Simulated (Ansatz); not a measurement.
Reaction (ligand exchange at the In–O bond): `C[O][InH][NH2]` + HCl → `[NH2][InH][Cl]` + CH₃OH

Calculated with Ansatz (gas phase, PBE0-D4/def2-TZVP geometries, no zero-point term in ΔE). CCSD(T)/CBS is the MP2 limit (def2-TZVPP, def2-QZVPP) plus CCSD(T) − MP2 in def2-TZVPP, frozen cores. This one scheme is used for every species. Functionals use def2-TZVPP. Elements past krypton have def2 core potentials. For In outer-core shells are correlated without core-valence functions, which leaves a few kJ/mol of doubt a bond. One conformer a species, not always the lowest.

CCSD(T)/CBS gives -23.1 kcal/mol.

Task: Another level gave -24.1 kcal/mol. Which?
A. PBE0/def2-TZVPP
B. revPBE-D4/def2-TZVPP
C. revPBE/def2-TZVPP
D. RPA@PBE/def2-TZVPP

Result: C. revPBE -24.1, PBE0 -25.9, revPBE-D4 -22.5, RPA@PBE/def2-TZVPP -21.4 kcal/mol.

Largest T1 diagnostic among the species: 0.016.

The D4 term adds +1.0 kcal/mol with B3LYP and +0.6 kcal/mol with PBE0; it sums over pairs of atoms, weighted by their polarisabilities, and B3LYP, whose exchange is more repulsive, gets the larger term. From r2SCAN to r2SCAN0 (25 % exact exchange), in def2-TZVPP and without D4, ΔE moves by −1.8 kcal/mol. In def2-TZVPP, CCSD(T) changes the Hartree–Fock value by +6.7 kcal/mol (the triples alone add +0.9 kcal/mol) and MP2 by +6.3 kcal/mol.

CCSD(T)/CBS has its own doubt, a few kJ/mol and more with outer-core shells, so smaller differences from it don't rank the levels.

B3LYP here is the variant with VWN-RPA as its local correlation; programs differ in this.
